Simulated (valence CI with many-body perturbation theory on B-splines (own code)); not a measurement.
## Level structure of K⁵⁺

Level of theory: relativistic CI+MBPT: four valence electrons over a frozen Dirac-Fock core [Ne], radial functions for each j: 11 s, 11 p, 10 d, 8 f, 5 g, 2 h, with the one-electron correlation potential Σ1 (screened to all orders), the two-electron term Σ2, the three-electron term Σ3, Breit, model QED; selected single and double excitations, second order for the rest, scaled by the run's own slope (own B-spline code, finite nucleus).

Set against measurement, 25 paired levels are off by 128 cm⁻¹ on average, the worst by 501. These come from a selection out of Sansonetti, J. Phys. Chem. Ref. Data 37, 7 (2008). Levels without a partner in it may be off by more. Among the levels kept, up to 940 cm⁻¹ of a level comes from second order outside the variational space, and about a tenth of that is noise between levels of different J, which matters for small intervals.

Levels 181 to 194 of 194, with energies above the lowest level, 3s²3p² ³P_0. "Leading %" is the weight of the configuration and term that name the level; weights of strongly mixed levels are sums over their largest components and can fall short. In the jj column 3d3/2^4 stands for four electrons in 3d with j = 3/2. Lifetimes count E1, E2, E3, M1 and M2 decay at the calculated energies, and are blank where another channel may lead or the interval is too uncertain; long ones can be off by a factor of two.

```
No.  Configuration  Term  J  E (eV)  Leading %  Second component  Lifetime                   Leading jj
181          3p³3d   ³F°  2  68.873         70  21 % 3s3p3d² ³F°    162 ps   3p1/2 3p3/2^2 3d3/2 (54 %)
182        3s3p²4p   ⁵P°  1  68.897         95                      131 ps  3s 3p1/2 3p3/2 4p1/2 (40 %)
183        3s²3p4f    ³D  1  68.905         92                     29.3 ps      3s^2 3p3/2 4f5/2 (92 %)
184        3s3p²4p   ⁵P°  2  68.942         90   5 % 3s3p²4p ⁵S°    136 ps  3s 3p1/2 3p3/2 4p3/2 (36 %)
185        3s3p²4p   ⁵P°  3  69.085         94                      135 ps  3s 3p1/2 3p3/2 4p3/2 (40 %)
186        3s3p²4p   ⁵S°  2  69.362         91   5 % 3s3p²4p ⁵P°    157 ps      3s 3p3/2^2 4p1/2 (28 %)
187          3p³3d   ³P°  2  69.461         74  16 % 3s3p3d² ³P°   47.5 ps   3p1/2 3p3/2^2 3d5/2 (35 %)
188        3s²3p4f    ¹D  2  69.534         83                     31.4 ps      3s^2 3p3/2 4f7/2 (61 %)
189        3s²3p4f    ¹G  4  69.578         84     8 % 3s²3d² ¹G   25.1 ps      3s^2 3p3/2 4f5/2 (42 %)
190          3p³3d   ³P°  1  69.607         68  14 % 3s3p3d² ³P°   43.0 ps         3p3/2^3 3d5/2 (21 %)
191          3p³3d   ³P°  0  69.641         68  15 % 3s3p3d² ³P°   41.8 ps         3p3/2^3 3d3/2 (47 %)
192        3s3p²4p   ³D°  1  69.730         72    13 % 3p³3d ³D°    149 ps  3s 3p1/2 3p3/2 4p3/2 (36 %)
193        3s3p²4p   ³D°  2  69.825         72    13 % 3p³3d ³D°    149 ps  3s 3p1/2 3p3/2 4p3/2 (37 %)
194        3s3p²4p   ³D°  3  69.975         73    12 % 3p³3d ³D°    146 ps      3s 3p3/2^2 4p3/2 (34 %)
```

Names give the largest LS component (configuration and term), which can be under half, so a name can repeat, a term be missing and a line seem to break the LS rules; names also repeat where a configuration has a term twice.

Where two levels of one J and parity lie close, their mixing, g and order are uncertain.
